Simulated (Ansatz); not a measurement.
Computed with Ansatz on PBE0-D4/def2-TZVP structures; ΔE is electronic, products minus reactants. CCSD(T)/CBS adds triple-zeta CCSD(T) − MP2 to the extrapolated MP2 energy (def2 sets, frozen cores). DFT in def2-TZVPP. B3LYP here is the variant with VWN-RPA as its local correlation; programs differ in this. For Ge outer-core shells are correlated without core-valence functions, which leaves a few kJ/mol of doubt a bond. Scalar relativity is left out up to krypton. One conformer a species, not always the lowest.

Consider the ligand exchange at a Ge–S bond: `[SiH3][S][GeH3]` + `NC#CO` → `NC#C[O][GeH3]` + `[SiH3]S`.

Task: Is it downhill or uphill in electronic energy at CCSD(T)/CBS, and by how much? (An estimate is asked.)

Result: The calculation gave: Uphill: ΔE = +20.4 kJ/mol.

Task: What do these levels give: PBE-D4, B3LYP-D4, ωB97M-V, PBE, PBE0, B3LYP, MP2/def2-TZVPP, SCS-MP2/def2-TZVPP, CCSD(T)/def2-TZVPP, MP2/def2-QZVPP, SCS-MP2/def2-QZVPP, MP2/CBS(def2)? (Best estimate.)

Result: The calculation gave: PBE-D4 25.9, B3LYP-D4 17.4, ωB97M-V 20.1, PBE 23.5, PBE0 25.7, B3LYP 13.3, MP2/def2-TZVPP 17.1, SCS-MP2/def2-TZVPP 11.6, CCSD(T)/def2-TZVPP 15.4, MP2/def2-QZVPP 19.5, SCS-MP2/def2-QZVPP 14.0, MP2/CBS(def2) 22.1 kJ/mol.

Largest T1 diagnostic among the species: 0.013.

The D4 term adds +4.2 kJ/mol with B3LYP and +2.1 kJ/mol with PBE0; it sums over pairs of atoms, weighted by their polarisabilities, and B3LYP, whose exchange is more repulsive, gets the larger term. In def2-TZVPP, CCSD(T) changes the Hartree–Fock value by +7.2 kJ/mol (the triples alone add +0.9 kJ/mol) and MP2 by +8.9 kJ/mol.
